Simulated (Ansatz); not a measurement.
In₂Ga⁻, relaxed as a singlet with RKS r2SCAN-D4/def2-TZVPD in Ansatz, starting from the GFN2-xTB geometry. Force threshold 0.02 eV/Å.

In the def2 sets In takes a core potential; there is no spin–orbit coupling. The restricted singlet is unstable: a solution with broken spin symmetry lies lower. The highest occupied level of the charge -1 singlet lies above zero (up to 0.19 eV). Its loss leaves the charge 0 doublet, which lies 1.45 eV higher (vertical, at r2SCAN-D4/def2-TZVPD), but this difference is unsure: the doublet is doubtful (geometry relaxed on an unsound state). At r2SCAN-D4/def2-TZVPD a triplet of charge -1 lies 0.16 eV below the restricted singlet, each at its own geometry. The structure comes from a short search, and lower isomers may exist.

Start:

Cartesian coordinates in Å:
```
Ga 0.0088 -0.9147 1.0383
In 1.1530 -0.3023 -1.0450
In -1.1618 1.2170 0.0067
```

(1) Estimate the energy that the relaxation releases and the steps that it takes.

(2) Does the start keep its bonding and symmetry?

(3) Predict the relaxed structure.

## Answers

(1) 6.1 kJ/mol, in 5 steps; 4.4 s on 4 threads of AMD EPYC 9R45 on a shared host. No frequencies were taken in this run, so the end may be a saddle point.

(2) By distances, no bond broke or formed. The bond that changes most is Ga1–In2, from 2.45 to 2.64 Å (atoms count from 1). Point group Cs at the start, C2v at the end, both within 0.05 Å.

(3) 
```xyz
3

Ga   -0.043   -0.936    1.126
In    1.170   -0.255   -1.120
In   -1.127    1.191   -0.005
```
Bond lengths (bridged metal pairs left out): 2 × Ga–In 2.64 Å; 1 × In–In 2.93 Å.
